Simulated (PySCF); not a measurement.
[Y(NH2)3], neutral singlet in the gas phase. 

Cartesian coordinates (Å):
```xyz
10

Y     -0.1204    -0.1182     0.1085
N      0.9833     0.3607    -1.6817
H      0.8133     1.1344    -2.3284
H      1.7887    -0.1336    -2.0721
N     -1.7951     1.1089     0.6943
H     -2.1555     1.9354     0.2118
H     -2.4031     0.9965     1.5085
N      0.4461    -1.8249     1.3004
H      0.0084    -2.1617     2.1610
H      1.2141    -2.4772     1.1261
```
Charge 0, multiplicity 1.

All levels are single points at this geometry (r2SCAN-D4/def2-SVP); Pople sets use spherical d functions. Orbital energies aren't observables, and empty levels follow the basis.

| level | HOMO (eV) | LUMO (eV) | gap (eV) | dipole (D) | vertical IE, Delta-SCF (eV) |
|---|---|---|---|---|---|
| PBE-D3(BJ)/def2-TZVP in PySCF | -4.98 | -1.84 | 3.14 | 0.01 | – |
| TPSSh-D3(BJ)/def2-TZVP in PySCF | -5.53 | -1.33 | 4.20 | 0.01 | – |
| B3LYP/6-311+G** (LANL2DZ on Y) in PySCF | -6.16 | -1.60 | 4.56 | 0.01 | – |
| B3LYP/6-31G* (LANL2DZ on Y) in PySCF | -5.76 | -1.36 | 4.41 | 0.01 | 7.71 |
| BP86/6-31G* (LANL2DZ on Y) in PySCF | -4.77 | -1.76 | 3.02 | 0.01 | – |
| SVWN5/6-31G* (LANL2DZ on Y) in PySCF | -4.81 | -1.94 | 2.88 | 0.01 | – |
